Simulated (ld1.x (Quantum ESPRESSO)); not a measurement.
# u(r) = r·R(r): atom against pseudo-atom (P)

Columns: radius, all-electron u(r) and pseudo u(r) of the 3s shell (level -14.33 eV) of phosphorus in the configuration [Ne] 3s1.5 3p3.5; PBE, scalar-relativistic, TM scheme, ld1.x (Quantum ESPRESSO) 7.5.

```
r (bohr)  all-electron  pseudo
   0.098        0.1245  0.0292
   0.195       -0.1739  0.0597
   0.292       -0.3514  0.0933
   0.390       -0.3665  0.1321
   0.488       -0.2706  0.1776
   0.585       -0.1198  0.2307
   0.682        0.0493  0.2929
   0.780        0.2156  0.3648
   0.878        0.3648  0.4438
   0.975        0.4898  0.5250
   1.072        0.5910  0.6034
   1.170        0.6703  0.6732
   1.268        0.7281  0.7285
   1.365        0.7663  0.7663
   1.463        0.7881  0.7881
   1.560        0.7956  0.7956
   1.658        0.7914  0.7914
   1.755        0.7778  0.7778
   1.852        0.7571  0.7571
   1.950        0.7305  0.7305
   2.047        0.7003  0.7003
   2.145        0.6669  0.6669
   2.242        0.6323  0.6323
   2.340        0.5964  0.5964
   2.438        0.5604  0.5604
   2.535        0.5251  0.5251
```

(1) How many radial nodes do the two functions have?

(2) At about which radius was the pseudo-wave matched?

(3) Where does each function peak?

(4) Is the pseudo-wave norm-conserving?

Answers

(1) The all-electron 3s function has n − l − 1 = 2; the pseudo-wave has 0, since the states of the same l below it are removed with the core.

(2) 1.45 bohr. The columns agree to 0.0005 from 1.27 bohr on; several derivatives are matched, so the curves merge somewhat inside the radius.

(3) Outermost all-electron maximum near 1.56 bohr, pseudo maximum near 1.56 bohr (to the table’s step).

(4) Yes: the TM scheme keeps the norm inside the radius equal to the all-electron one, which fixes the energy derivative of the logarithmic derivative at the level.
